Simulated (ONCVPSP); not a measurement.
## What one change does to a pseudopotential (tungsten, ONCV)

ONCVPSP 4.0.1 input, shortened (lines: element, Z, core and valence counts, functional; n l f; lmax; l rc ep ncon nbas qcut; lloc lpopt rc5 dvloc0; l nproj debl; icmod fcfact rcfact), PBE, scalar-relativistic:

```
  W 74.00   10    4        4      upf
    1    0    2.00
    2    0    2.00
    2    1    6.00
    3    0    2.00
    3    1    6.00
    3    2   10.00
    4    0    2.00
    4    1    6.00
    4    2   10.00
    4    3   14.00
    5    0    2.00
    5    1    6.00
    5    2    4.50
    6    0    1.50
    3
    0    1.45    0.00    4    9    7.50
    1    1.60    0.00    4    9   10.30
    2    2.40    0.00    3    7    6.70
    3    2.15    0.03    4    7    5.30
    4    5    1.15    6.00
    0    2    3.10
    1    2    1.20
    2    2    3.80
    3    2    0.50
    3    3.25    1.30
```

In the p channel the program set the typed energies aside and used -1.553, 0.250 Ha.

Change: fully relativistic. In the p channel the program set the typed energies aside and used -1.453, 0.250 Ha (j = l + 1/2; the other j can differ).

Cutoffs: the cutoffs (Ha) at which the residual kinetic energy of the hardest occupied pseudo-wave falls to 1 and 0.1 mHa per electron; they do not see the model core or the augmentation charge, which bear on the density cutoff. Errors are all-electron minus pseudo energies relative to the spin-unpolarised reference configuration.

Question: How do hardness, ghosts and transferability respond?

Answer: The potential gets neither clearly harder nor softer (31 Ha and 37 Ha → 31 Ha and 37 Ha); both files keep a bound ghost (f); of the 4 tests that both files solve, the error grows in 1 and shrinks in 2 by more than 15 % and 0.3 meV (median size 1.3 → 0.7 meV).

| quantity | base | changed |
| --- | --- | --- |
| cutoff, loose | 31 Ha | 31 Ha |
| cutoff, tight | 37 Ha | 37 Ha |
| loose cutoff by channel | s 23 Ha, p 31 Ha, d 13 Ha | s 23 Ha, p 31 Ha, d 13 Ha |
| bound ghosts | f | f7/2, f5/2 |
| GHOST(+) flags under 300 eV | s at 282.5 eV | none |
| error for 5s2 5p6 5d4 6s2, meV [ΔE -0.70 eV] | +2.0 | -0.1 |
| error for 5s2 5p6 5d4 6s1, meV [ΔE 8.19 → 8.20 eV] | -0.6 | +0.6 |
| error for 5s2 5p6 5d4 6s0, meV [ΔE 23.87 → 23.88 eV] | +0.3 | +6.8 |
| error for 5s2 5p6 5d3 6s2 6p1, meV [ΔE 3.32 → 3.28 eV] | +5.7 | +0.9 |
| s: phases at 1.47 bohr within 0.05 rad from the reference energy up to (Ha; the scan ends near 5) | to the end of the scan | to the end of the scan |
| rms error of d²Exc/dni dnj with the model core, mHa | 1.64 | 4.77 |

 A true bound ghost makes a file unfit for plane-wave use even where its test errors are small: the radial tests pick states by their node count and pass the ghost by.
